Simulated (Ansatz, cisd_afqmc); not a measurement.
System: C$_{3}$H$_{6}$O, charge 0, singlet. C3H6O (SMILES C(=C)CO).
B3LYP-D3(BJ)/def2-TZVP minimum from Ansatz (a program for electronic structure):
```
C
C 1 1.3271
H 2 1.0825 1 121.90
H 2 1.0847 3 116.79 1 179.46
H 1 1.0863 2 120.26 3 -1.03
C 1 1.4963 5 115.57 2 178.75
H 6 1.0922 1 110.53 5 60.03
H 6 1.0967 7 107.77 1 -120.37
O 6 1.4280 7 105.02 8 -118.62
H 9 0.9640 6 107.86 7 -175.79
```

Total energies in cc-pVTZ, 24 correlated electrons, 4 frozen orbitals. UHF or UKS for unpaired electrons; spin-orbit terms are left out. Cores are frozen in correlated methods. No relativity. The Monte Carlo rows (phaseless AFQMC, CISD trial, step 0.005/hartree) carry one-sigma bars that omit the constraint's bias. Outlying blocks are dropped, and bars are widened where a walk drifts. Over all cases where full CI ran beside it in this data, AFQMC minus full CI had a median of +0.1 mEh and passed +0.4 mEh in a tenth of the cases.

| method | program | energy (Eh) | minus AFQMC/CISD (mEh) |
|---|---|---|---|
| HF | Ansatz | -191.99761 | 806.0 ± 0.4 |
| MP2 | Ansatz | -192.73914 | 64.5 ± 0.4 |
| CCSD | Ansatz | -192.77076 | 32.9 ± 0.4 |
| CCSD(T) | Ansatz | -192.80225 | 1.4 ± 0.4 |
| AFQMC/CISD | cisd_afqmc | -192.8036 ± 0.0004 | 0.0 |
